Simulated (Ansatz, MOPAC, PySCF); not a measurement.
Noncovalent pair: aminoborane (SMILES BN) (first 6 atoms) with HF (SMILES F); geometry from B3LYP-D3(BJ)/def2-TZVP.
(charge 0, multiplicity 1):
```xyz
8

B      0.90642    -0.12577     0.06133
N     -0.14341     0.57943     0.66532
H      0.66260    -0.82367    -0.87059
H      1.99912    -0.02550     0.52061
H      0.01238     1.27652     1.37838
H     -1.06486     0.63324     0.25706
F     -0.98577    -1.36044     2.58738
H     -0.64610    -0.78263     1.92959
```

Counterpoise-corrected where a basis set is named; no monomer relaxation. Rows marked so take none.

Frozen-core correlation. Rows in 3-21G carry no dispersion term and start afresh at each structure. The state reached by AM1 isn't checked.

Codes used: Ansatz (a first-principles code) with Gaussian orbitals; MOPAC for AM1 (differences of heats of formation); PySCF for 3-21G rows. 

Task: Estimate the interaction energy that B3LYP/3-21G (no counterpoise) returns for this input.

Result: -33 kJ/mol

Task: Give the interaction energy at the level B2PLYP/def2-TZVPPD.

Result: -21 kJ/mol

Task: Predict the interaction energy from AM1.

Result: 10 kJ/mol
